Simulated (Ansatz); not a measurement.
Job for Ansatz (an electronic-structure program): R-CCSD(T)/def2-TZVPPD on H2O (SMILES O). The basis file is the Basis Set Exchange's JSON of that set.

Ansatz 0.2 input:
```yaml
crystal:
  periodic: [false, false, false]
  atoms:
    - {symbol: O, position_ang: [-0.00000000, 0.00000000, 0.38961139]}
    - {symbol: H, position_ang: [0.00000000, 0.76498632, -0.19485569]}
    - {symbol: H, position_ang: [0.00000000, -0.76498632, -0.19485569]}
basis:
  gaussian:
    orbitals: def2-TZVPPD.json
magnetization: {spin_polarized: false}
correlation: {method: ccsd_t, electrons: outside_noble_gas}
scf: {lower_state_search: off}
```

It printed:

```
WARN ansatz: RAYON_NUM_THREADS=4 ignored (pool sized by the plan → 4); use --threads N
Functional definition: HF
these checks for a lower state are left out or cut short: stability, starts, cluster_reference, orbital_swaps, neighbouring_geometries, increment
integrals: 0.04 GiB planned
427 factors; integrals over basis functions are off by at most 1.1e-3 eV
mean field: 0.08 GiB planned
mean field evaluation 1: about -2068.0010 eV, gradient 3.3e1 eV
mean field evaluation 2: about -2068.0011 eV, gradient 3.3e1 eV
mean field evaluation 4: about -2069.7851 eV, gradient 1.4e0 eV
mean field evaluation 8: about -2069.7928 eV, gradient 4.3e-5 eV
mean field -2069.79280929 eV, -76.0634827854 hartree, gradient 1.3e-6 eV, S^2 0.000000; 0 other end points of the search recorded, 0 dependent functions left out
1 core orbitals not correlated
reference -2069.79280929 eV, -76.0634827854 hartree; 4, 4 occupied and 69, 69 virtual orbitals, 427 factors
second order -7.17600267 eV of doubles, -0.00000000 eV of singles
coupled cluster: 0.15 GiB planned
cycle   1  -7.15607296 eV  change    2.0e-2 eV  update   4.8e-2
cycle   2  -7.29088941 eV  change   -1.3e-1 eV  update   1.3e-2
cycle   3  -7.32530822 eV  change   -3.4e-2 eV  update   6.2e-3
cycle   4  -7.32151425 eV  change    3.8e-3 eV  update   1.2e-3
cycle   5  -7.32140697 eV  change    1.1e-4 eV  update   4.7e-4
cycle   6  -7.32148940 eV  change   -8.2e-5 eV  update   1.2e-4
cycle   7  -7.32143422 eV  change    5.5e-5 eV  update   4.0e-5
cycle   8  -7.32142806 eV  change    6.2e-6 eV  update   1.1e-5
cycle   9  -7.32142633 eV  change    1.7e-6 eV  update   3.0e-6
perturbative correction -0.22061763 eV, -0.0081075482 hartree
Total energy: -2077.33485325 eV, -76.3406477887 hartree
Checks for a lower state left out: stability, starts, cluster_reference, orbital_swaps, neighbouring_geometries, increment
```

The calculation finished and met its thresholds.

Cost: about 0.9 core-seconds (a rough figure).
